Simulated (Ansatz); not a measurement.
Relaxation of GeCl(OiPr)3 (C₉H₂₁ClGeO₃) with RKS r2SCAN-D4/def2-SVP.

```sh
$ ansatz run in.yaml --threads 2 --pin off --events-out ev --progress --plain --max-ram 32768MiB --backend cuda --devices 0, --max-vram 18GiB
```

```yaml
crystal:
  periodic: [false, false, false]
  atoms:
    - {symbol: Ge, position_ang: [-0.375200, -0.283550, 1.037160]}
    - {symbol: Cl, position_ang: [-0.460250, -0.875870, 3.049190]}
    - {symbol: O, position_ang: [1.316500, -0.145490, 0.569930]}
    - {symbol: C, position_ang: [2.380600, -1.043660, 0.868910]}
    - {symbol: C, position_ang: [3.676240, -0.294030, 0.576950]}
    - {symbol: C, position_ang: [2.266160, -2.316820, 0.040470]}
    - {symbol: H, position_ang: [2.343650, -1.305160, 1.935590]}
    - {symbol: H, position_ang: [3.711320, -0.016420, -0.473550]}
    - {symbol: H, position_ang: [4.530400, -0.923480, 0.810390]}
    - {symbol: H, position_ang: [3.726190, 0.610510, 1.177460]}
    - {symbol: H, position_ang: [1.319010, -2.807800, 0.257530]}
    - {symbol: H, position_ang: [2.299890, -2.072190, -1.018590]}
    - {symbol: H, position_ang: [3.082010, -2.993760, 0.279640]}
    - {symbol: O, position_ang: [-1.136490, 1.242420, 0.715490]}
    - {symbol: C, position_ang: [-0.693190, 2.558870, 1.049600]}
    - {symbol: C, position_ang: [-1.931840, 3.447770, 1.057530]}
    - {symbol: C, position_ang: [0.343180, 3.040700, 0.042970]}
    - {symbol: H, position_ang: [-0.245350, 2.550040, 2.051980]}
    - {symbol: H, position_ang: [-2.389340, 3.448690, 0.071390]}
    - {symbol: H, position_ang: [-1.657930, 4.464060, 1.327110]}
    - {symbol: H, position_ang: [-2.655770, 3.070200, 1.774840]}
    - {symbol: H, position_ang: [1.182780, 2.349840, 0.029640]}
    - {symbol: H, position_ang: [-0.096900, 3.076190, -0.950950]}
    - {symbol: H, position_ang: [0.696420, 4.031780, 0.315400]}
    - {symbol: O, position_ang: [-1.299890, -1.481210, 0.182810]}
    - {symbol: C, position_ang: [-1.976430, -1.309970, -1.064970]}
    - {symbol: C, position_ang: [-2.885170, -2.521970, -1.232980]}
    - {symbol: C, position_ang: [-0.977500, -1.186080, -2.208310]}
    - {symbol: H, position_ang: [-2.584040, -0.398090, -1.016380]}
    - {symbol: H, position_ang: [-2.286750, -3.428650, -1.267470]}
    - {symbol: H, position_ang: [-3.457270, -2.433080, -2.152500]}
    - {symbol: H, position_ang: [-3.568760, -2.590450, -0.391580]}
    - {symbol: H, position_ang: [-0.328540, -0.330360, -2.029550]}
    - {symbol: H, position_ang: [-0.366380, -2.084490, -2.264040]}
    - {symbol: H, position_ang: [-1.501340, -1.048460, -3.151080]}
basis:
  gaussian: {orbitals: def2-SVP}
hamiltonian: {xc: r2scan, dispersion: d4}
scf: {lower_state_search: "off"}
output: {orbitals: {seedname: orbitals}}
relax: {f_tol: 0.03, max_steps: 70}
```

Run time 38 s (2 threads of AMD EPYC 7R13 on a shared host and a share (18 GiB) of an NVIDIA H100 80GB HBM3), peak host memory 1 GiB.

Positions (Å) and forces (eV/Å) at steps 1, 2, 3, 4, 5, 7, 8 of 8:

```xyz
35
step=1 energy=-84828.9430 eV
Ge   -0.375   -0.284    1.037    0.355    0.182   -0.656
Cl   -0.460   -0.876    3.049    0.012   -0.219    0.956
O     1.317   -0.145    0.570   -0.115    0.316   -0.216
C     2.381   -1.044    0.869    0.292   -0.033   -0.348
C     3.676   -0.294    0.577   -0.605   -0.279    0.273
C     2.266   -2.317    0.040   -0.153    0.513    0.432
H     2.344   -1.305    1.936   -0.017   -0.055    0.317
H     3.711   -0.016   -0.474    0.032    0.119   -0.472
H     4.530   -0.923    0.810    0.429   -0.244    0.085
H     3.726    0.611    1.177    0.063    0.390    0.242
H     1.319   -2.808    0.258   -0.363   -0.303    0.007
H     2.300   -2.072   -1.019    0.008    0.074   -0.482
H     3.082   -2.994    0.280    0.333   -0.356    0.069
O    -1.136    1.242    0.715   -0.368    0.161   -0.237
C    -0.693    2.559    1.050   -0.139    0.248   -0.371
C    -1.932    3.448    1.058    0.530   -0.468    0.165
C     0.343    3.041    0.043   -0.291   -0.360    0.455
H    -0.245    2.550    2.052    0.120   -0.019    0.336
H    -2.389    3.449    0.071   -0.199    0.014   -0.441
H    -1.658    4.464    1.327    0.067    0.480    0.109
H    -2.656    3.070    1.775   -0.332   -0.118    0.300
H     1.183    2.350    0.030    0.397   -0.229   -0.055
H    -0.097    3.076   -0.951   -0.182    0.040   -0.451
H     0.696    4.032    0.315    0.188    0.457    0.065
O    -1.300   -1.481    0.183   -0.091   -0.495    0.003
C    -1.976   -1.310   -1.065    0.113   -0.374   -0.223
C    -2.885   -2.522   -1.233    0.333    0.623    0.166
C    -0.978   -1.186   -2.208   -0.351    0.072    0.599
H    -2.584   -0.398   -1.016   -0.182    0.285    0.028
H    -2.287   -3.429   -1.267    0.260   -0.418   -0.029
H    -3.457   -2.433   -2.152   -0.279   -0.011   -0.408
H    -3.569   -2.590   -0.392   -0.322   -0.063    0.343
H    -0.329   -0.330   -2.030    0.327    0.355   -0.063
H    -0.366   -2.084   -2.264    0.284   -0.371   -0.056
H    -1.501   -1.048   -3.151   -0.155    0.087   -0.443
35
step=2 energy=-84829.0710 eV
Ge   -0.373   -0.282    1.034    0.135    0.029   -0.025
Cl   -0.426   -0.855    3.104    0.047    0.031    0.053
O     1.309   -0.115    0.541   -0.067    0.234   -0.104
C     2.364   -1.024    0.851    0.131   -0.154    0.002
C     3.667   -0.287    0.576   -0.249   -0.157    0.041
C     2.219   -2.304    0.035    0.035    0.218    0.143
H     2.315   -1.278    1.926   -0.012   -0.010    0.093
H     3.716   -0.009   -0.485    0.038    0.044   -0.133
H     4.527   -0.923    0.817    0.118   -0.060    0.018
H     3.723    0.628    1.178    0.008    0.093    0.065
H     1.258   -2.792    0.244   -0.096   -0.060    0.009
H     2.261   -2.069   -1.036    0.000    0.004   -0.145
H     3.027   -3.007    0.276    0.084   -0.108    0.007
O    -1.161    1.233    0.695   -0.295    0.016   -0.160
C    -0.702    2.546    1.036    0.066    0.122    0.003
C    -1.933    3.440    1.069    0.238   -0.161   -0.003
C     0.347    3.012    0.034   -0.157   -0.084    0.159
H    -0.251    2.521    2.045    0.044   -0.016    0.107
H    -2.404    3.451    0.078   -0.078    0.023   -0.118
H    -1.656    4.465    1.344    0.009    0.134    0.026
H    -2.663    3.061    1.795   -0.074   -0.036    0.077
H     1.194    2.314    0.017    0.083   -0.053   -0.004
H    -0.093    3.053   -0.971   -0.042    0.019   -0.140
H     0.714    4.011    0.301    0.053    0.133    0.005
O    -1.279   -1.511    0.192    0.000   -0.367    0.156
C    -1.952   -1.321   -1.057   -0.022    0.032   -0.135
C    -2.876   -2.517   -1.229    0.185    0.228    0.007
C    -0.943   -1.175   -2.190   -0.177   -0.047    0.205
H    -2.557   -0.398   -0.995   -0.050    0.087    0.005
H    -2.284   -3.440   -1.270    0.053   -0.133   -0.015
H    -3.457   -2.423   -2.155   -0.078   -0.014   -0.113
H    -3.568   -2.588   -0.381   -0.073   -0.006    0.086
H    -0.282   -0.316   -2.012    0.078    0.095   -0.003
H    -0.325   -2.080   -2.258    0.094   -0.100   -0.033
H    -1.458   -1.024   -3.147   -0.030    0.026   -0.134
35
step=3 energy=-84829.1020 eV
Ge   -0.368   -0.271    1.013    0.051   -0.009    0.163
Cl   -0.370   -0.800    3.108    0.003    0.067   -0.104
O     1.311   -0.088    0.514   -0.008    0.106   -0.062
C     2.350   -1.018    0.847    0.100   -0.129    0.013
C     3.664   -0.305    0.577    0.008    0.015    0.004
C     2.194   -2.297    0.035   -0.011   -0.031   -0.005
H     2.283   -1.261    1.928   -0.008    0.021   -0.055
H     3.733   -0.031   -0.490   -0.005   -0.019    0.062
H     4.521   -0.952    0.829   -0.045    0.028   -0.008
H     3.730    0.616    1.176    0.009   -0.036   -0.027
H     1.219   -2.774    0.233    0.041    0.019   -0.011
H     2.250   -2.071   -1.044   -0.002   -0.007    0.060
H     2.989   -3.021    0.283   -0.044    0.051   -0.008
O    -1.189    1.232    0.666   -0.141   -0.050   -0.091
C    -0.712    2.537    1.029    0.089    0.113    0.051
C    -1.932    3.440    1.085   -0.024   -0.001    0.013
C     0.328    3.013    0.025    0.026   -0.003   -0.017
H    -0.252    2.490    2.039   -0.018   -0.014   -0.051
H    -2.420    3.470    0.095    0.029   -0.002    0.061
H    -1.648    4.467    1.368   -0.011   -0.053   -0.010
H    -2.659    3.058    1.818    0.019    0.023   -0.030
H     1.180    2.317   -0.007   -0.030    0.037   -0.005
H    -0.119    3.064   -0.984    0.014   -0.005    0.055
H     0.699    4.017    0.292   -0.025   -0.049   -0.007
O    -1.259   -1.542    0.205    0.004   -0.150    0.119
C    -1.934   -1.328   -1.044   -0.051    0.076   -0.150
C    -2.862   -2.515   -1.234   -0.012   -0.010    0.008
C    -0.924   -1.177   -2.173    0.017    0.005   -0.024
H    -2.534   -0.399   -0.970    0.028   -0.043   -0.001
H    -2.277   -3.449   -1.284   -0.030    0.051    0.000
H    -3.444   -2.412   -2.165    0.033   -0.001    0.045
H    -3.560   -2.590   -0.386    0.022   -0.008   -0.040
H    -0.255   -0.319   -1.991   -0.017   -0.031   -0.008
H    -0.303   -2.086   -2.255   -0.031    0.047    0.008
H    -1.433   -1.013   -3.138    0.021   -0.007    0.052
35
step=4 energy=-84829.1120 eV
Ge   -0.363   -0.262    1.001   -0.033   -0.004    0.112
Cl   -0.349   -0.726    3.110    0.006    0.040   -0.101
O     1.313   -0.073    0.486    0.013    0.011   -0.024
C     2.342   -1.015    0.833   -0.003   -0.048    0.087
C     3.665   -0.318    0.577    0.051    0.014   -0.041
C     2.175   -2.299    0.034    0.021   -0.044   -0.055
H     2.260   -1.247    1.915    0.001    0.013   -0.040
H     3.751   -0.051   -0.491   -0.001   -0.014    0.053
H     4.512   -0.972    0.843   -0.048    0.025   -0.010
H     3.737    0.607    1.170   -0.013   -0.048   -0.023
H     1.193   -2.764    0.226    0.047    0.040    0.000
H     2.244   -2.083   -1.046   -0.002   -0.014    0.053
H     2.960   -3.029    0.295   -0.036    0.047   -0.008
O    -1.207    1.228    0.636   -0.024   -0.029   -0.061
C    -0.719    2.528    1.016    0.056   -0.001    0.102
C    -1.935    3.432    1.103   -0.039    0.049   -0.025
C     0.315    3.014    0.012    0.006    0.043   -0.059
H    -0.250    2.459    2.021   -0.017   -0.005   -0.046
H    -2.434    3.482    0.120    0.024   -0.002    0.055
H    -1.645    4.454    1.399   -0.007   -0.051   -0.010
H    -2.659    3.043    1.837    0.043    0.005   -0.030
H     1.170    2.321   -0.036   -0.050    0.026    0.013
H    -0.140    3.077   -0.992    0.021   -0.004    0.048
H     0.686    4.015    0.287   -0.022   -0.046   -0.006
O    -1.248   -1.560    0.220    0.015   -0.021    0.065
C    -1.919   -1.332   -1.036   -0.048    0.086   -0.041
C    -2.852   -2.511   -1.236   -0.016   -0.065   -0.023
C    -0.904   -1.173   -2.158    0.040   -0.017   -0.059
H    -2.515   -0.402   -0.955    0.027   -0.037    0.007
H    -2.272   -3.448   -1.292   -0.026    0.042    0.000
H    -3.430   -2.399   -2.168    0.030    0.002    0.040
H    -3.555   -2.593   -0.392    0.038    0.013   -0.037
H    -0.230   -0.319   -1.970   -0.037   -0.039    0.008
H    -0.287   -2.084   -2.246   -0.027    0.040    0.004
H    -1.409   -0.999   -3.123    0.014   -0.009    0.052
35
step=5 energy=-84829.1168 eV
Ge   -0.364   -0.250    0.990   -0.014   -0.014    0.023
Cl   -0.329   -0.651    3.109   -0.019    0.012   -0.050
O     1.313   -0.072    0.465    0.011   -0.046    0.014
C     2.334   -1.022    0.830   -0.022    0.039   -0.031
C     3.664   -0.338    0.576    0.031    0.025    0.010
C     2.170   -2.307    0.034   -0.016   -0.031   -0.004
H     2.241   -1.244    1.912    0.000   -0.002   -0.014
H     3.760   -0.079   -0.491   -0.008   -0.007    0.015
H     4.501   -0.997    0.854   -0.012    0.007   -0.001
H     3.737    0.589    1.165    0.005   -0.006   -0.007
H     1.186   -2.766    0.221    0.008    0.001   -0.004
H     2.251   -2.098   -1.045    0.001    0.004    0.019
H     2.949   -3.037    0.308   -0.010    0.005   -0.001
O    -1.213    1.232    0.598    0.050    0.003   -0.007
C    -0.721    2.526    1.004   -0.021   -0.008    0.010
C    -1.935    3.429    1.122   -0.028    0.004    0.015
C     0.297    3.035   -0.003    0.019    0.000   -0.011
H    -0.243    2.433    2.001   -0.001    0.005   -0.028
H    -2.444    3.500    0.147    0.010   -0.003    0.022
H    -1.642    4.442    1.438    0.000   -0.020   -0.002
H    -2.648    3.023    1.855    0.005    0.007   -0.009
H     1.153    2.347   -0.069   -0.006    0.008   -0.004
H    -0.168    3.114   -1.000    0.002   -0.003    0.022
H     0.666    4.032    0.288   -0.001   -0.013   -0.003
O    -1.249   -1.566    0.233    0.009    0.049    0.014
C    -1.913   -1.335   -1.030    0.005   -0.004    0.014
C    -2.842   -2.514   -1.242   -0.017   -0.024    0.005
C    -0.892   -1.175   -2.146    0.021    0.014   -0.013
H    -2.508   -0.405   -0.948    0.002   -0.010   -0.005
H    -2.261   -3.449   -1.299   -0.002    0.011    0.001
H    -3.413   -2.397   -2.176    0.006    0.002    0.009
H    -3.549   -2.598   -0.404    0.006   -0.002   -0.009
H    -0.219   -0.323   -1.951   -0.008   -0.011   -0.002
H    -0.276   -2.085   -2.236   -0.008    0.006    0.004
H    -1.394   -0.996   -3.111    0.002   -0.001    0.009
35
step=7 energy=-84829.1196 eV
Ge   -0.369   -0.230    0.963    0.023    0.003   -0.027
Cl   -0.350   -0.573    3.087   -0.013   -0.011    0.039
O     1.310   -0.081    0.441   -0.005    0.008   -0.016
C     2.324   -1.029    0.824   -0.012    0.013    0.014
C     3.660   -0.350    0.584   -0.023   -0.024   -0.008
C     2.162   -2.322    0.040    0.017    0.021    0.001
H     2.217   -1.243    1.906    0.002   -0.002    0.017
H     3.769   -0.103   -0.484    0.007    0.007   -0.017
H     4.490   -1.010    0.877    0.012   -0.008    0.003
H     3.730    0.581    1.164   -0.005    0.011    0.010
H     1.172   -2.770    0.215   -0.013   -0.003    0.004
H     2.261   -2.122   -1.039    0.000   -0.004   -0.020
H     2.931   -3.054    0.332    0.009   -0.010    0.003
O    -1.193    1.255    0.538    0.005    0.002   -0.009
C    -0.709    2.538    0.986   -0.007   -0.005    0.018
C    -1.928    3.426    1.162    0.033   -0.012   -0.014
C     0.295    3.084   -0.017   -0.031   -0.003    0.004
H    -0.213    2.413    1.970    0.006    0.002    0.007
H    -2.455    3.531    0.200   -0.007    0.003   -0.004
H    -1.635    4.427    1.513    0.002    0.008    0.001
H    -2.624    2.985    1.891    0.002   -0.005    0.002
H     1.148    2.398   -0.120    0.001   -0.005    0.003
H    -0.186    3.195   -1.002    0.002    0.006   -0.012
H     0.669    4.069    0.302    0.003    0.008    0.003
O    -1.263   -1.554    0.235   -0.003    0.014   -0.016
C    -1.917   -1.347   -1.038    0.000   -0.012    0.027
C    -2.830   -2.540   -1.242    0.021    0.018   -0.014
C    -0.890   -1.184   -2.148   -0.019   -0.016    0.016
H    -2.525   -0.425   -0.971   -0.010    0.014    0.000
H    -2.236   -3.467   -1.287    0.006   -0.016   -0.001
H    -3.396   -2.438   -2.180   -0.008   -0.005   -0.012
H    -3.541   -2.627   -0.408   -0.006    0.002    0.014
H    -0.227   -0.325   -1.955    0.006    0.013    0.003
H    -0.266   -2.089   -2.225    0.012   -0.011   -0.006
H    -1.388   -1.018   -3.116   -0.005    0.000   -0.014
35
step=8 energy=-84829.1202 eV
Ge   -0.371   -0.226    0.958    0.000   -0.002   -0.018
Cl   -0.366   -0.566    3.084    0.002   -0.003    0.010
O     1.308   -0.082    0.436   -0.001    0.011    0.001
C     2.320   -1.028    0.825    0.019   -0.012   -0.004
C     3.657   -0.352    0.585   -0.013   -0.001    0.003
C     2.161   -2.323    0.043   -0.004    0.005    0.008
H     2.211   -1.240    1.907   -0.001   -0.001    0.003
H     3.770   -0.107   -0.483    0.001    0.002   -0.004
H     4.487   -1.013    0.883    0.003   -0.002    0.001
H     3.726    0.580    1.164    0.002    0.005    0.002
H     1.170   -2.770    0.216   -0.004   -0.005   -0.001
H     2.264   -2.127   -1.037    0.000    0.001   -0.003
H     2.928   -3.055    0.340    0.001   -0.001    0.001
O    -1.186    1.262    0.525   -0.008    0.008    0.001
C    -0.702    2.541    0.984   -0.006    0.022   -0.004
C    -1.920    3.427    1.173    0.009   -0.013    0.002
C     0.295    3.098   -0.020    0.000   -0.014    0.003
H    -0.201    2.408    1.965    0.003    0.000   -0.001
H    -2.453    3.540    0.215    0.001   -0.001    0.002
H    -1.626    4.425    1.531    0.001   -0.001   -0.001
H    -2.612    2.979    1.902   -0.001    0.003   -0.001
H     1.147    2.412   -0.133    0.000    0.004   -0.002
H    -0.191    3.219   -1.002    0.000    0.001    0.003
H     0.672    4.080    0.308    0.000   -0.001    0.001
O    -1.267   -1.548    0.232   -0.005   -0.001   -0.010
C    -1.921   -1.350   -1.042    0.001   -0.009    0.004
C    -2.825   -2.551   -1.243    0.007    0.007   -0.004
C    -0.894   -1.188   -2.152   -0.005   -0.001    0.007
H    -2.535   -0.432   -0.981    0.001    0.003    0.001
H    -2.226   -3.474   -1.283    0.001   -0.003    0.000
H    -3.392   -2.457   -2.182   -0.001   -0.002   -0.001
H    -3.537   -2.638   -0.409   -0.002    0.000    0.004
H    -0.237   -0.323   -1.964    0.000    0.004    0.000
H    -0.263   -2.089   -2.224    0.002   -0.001   -0.001
H    -1.392   -1.030   -3.122   -0.001   -0.001   -0.003
```
